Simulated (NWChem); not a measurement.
System: AlH₂O₂Br; SMILES [OH][Al]([Br])[OH]

Input file for NWChem:

```
start job
memory heap 200 mb stack 900 mb global 1100 mb
geometry units angstroms noautosym nocenter noautoz
  Al     0.917294     0.724700     0.093002
  Br    -0.849867    -0.692080    -0.109705
  O      0.946910     2.211630    -0.729865
  H      0.210603     2.473368    -1.296026
  O      2.249303     0.329987     1.071915
  H      2.272625    -0.504911     1.555335
end
basis spherical
  * library sto-3g
end
dft
  xc hfexch
  iterations 150
end
property
  shielding 4 1 2 3 4
end
task dft property
```

STO-3G and 3-21G are far too small for this property and stand as cheap habits. Coordinates come from a B3LYP/6-31G* (spherical d) optimisation.

GIAO values for the isolated, static molecule; σ is the absolute isotropic shielding, δ = σ(reference) − σ with the isolated reference molecule computed at the same levels (1H: tetramethylsilane, 17O: water). Spin-orbit effects, on the heavy nuclei and on their neighbours, are missing.

Atoms are numbered as in the input.

Predict the main results of this run. (Hartree-Fock/STO-3G, GIAO.) Quantities: σ Al1 (ppm); σ Br2 (ppm); δ O3 (ppm); δ H4 (ppm).


```
Quantity      Value
-----------  ------
σ Al1 (ppm)   474.6
σ Br2 (ppm)  3196.3
δ O3 (ppm)    -38.6
δ H4 (ppm)    -1.07
```
